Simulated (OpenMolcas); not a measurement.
**Co⁵⁺: CASPT2 settings compared**

```yaml
Program: OpenMolcas
Basis: ANO-L-VDZP [5s4p2d1f]
Scalar_Hamiltonian: non-relativistic, point nucleus
Active_space: 4 electrons in 5 orbitals (3d)
State_averaging: 2S+1 = 5 even, 5 roots; 2S+1 = 3 even, 11 roots kept (CI in the orbitals of an earlier block)
Spin-orbit_coupling: state interaction with AMFI integrals over the reference wave functions, term energies averaged over their components
```

Methods on the same reference wave functions:
A. CASSCF
B. SS-CASPT2, IPEA 0.3 Eh, sigma2 regulariser 0.05 Eh (closed shells correlated: none)
C. XMS-CASPT2, IPEA 0.5 Eh, imaginary shift 0.1 Eh (closed shells correlated: 2s 2p 3s 3p)
D. XMS-CASPT2, IPEA 0.4 Eh, imaginary shift 0.4 Eh (closed shells correlated: 2s 2p 3s 3p)

Energies in cm⁻¹ above 3d⁴ ⁵D₀, the measured ground level; measured values from Sugar and Corliss, J. Phys. Chem. Ref. Data 10, 1097 (1981).

```
  Level     A     B     C     D  Measured
3d⁴ ⁵D₀   0.0   0.0   0.0   0.0       0.0
3d⁴ ⁵D₁   176   176   176   176       204
3d⁴ ⁵D₂   529   529   529   529       589
3d⁴ ⁵D₃  1057  1057  1057  1057      1125
3d⁴ ⁵D₄  1762  1762  1762  1762      1782
```

Deviations, from unrounded energies. A percentage is the sum of absolute deviations over the sum of measured energies, with the sign that they share, or ± where signs differ.

| Against measurement | Levels | A | B | C | D |
| --- | --- | --- | --- | --- | --- |
| mean absolute deviation (cm-1) | 4 | 44 | 44 | 44 | 44 |
| fine structure of the ground term (%) | 4 | -4.8 | -4.8 | -4.8 | -4.8 |

A, B, C, D lie about equally close to measurement. The largest miss of A in the table is 3d⁴ ⁵D₃, by -68 cm-1. The ranking rests on the paired levels alone, and a cruder setting can come out closer through cancelling errors.

Among B to D no level of the table moves by more than 5 cm-1.

The two smallest mean deviations differ by little beside CASPT2's spread within terms, so their order carries little weight.

The lowest spin-free term lies below A's lowest term by 0.014 hartree in B, 0.168 hartree in C, 0.170 hartree in D.

CASPT2 breaks the degeneracy within a term, and the mean is taken; among the terms shown or strongly mixed into the levels shown the widest spread is 85 cm-1 (3d⁴ ⁵D, C). The basis is small and was not contracted for so high a charge. Without dynamic correlation excited terms often stand tens of per cent too high (terms of higher spin than the ground term too low), and those without a measured partner can miss by more than the paired ones (holds for A). Measured partners are found by configuration, term and J. A level has none where our copy of the source lacks it or the pairing is in doubt (some pairs that miss far off the trend of their configuration count as doubtful), and it then counts in no deviation. Only configurations of the active space appear. Levels that lie high or do not pair safely by name in every column are left out.
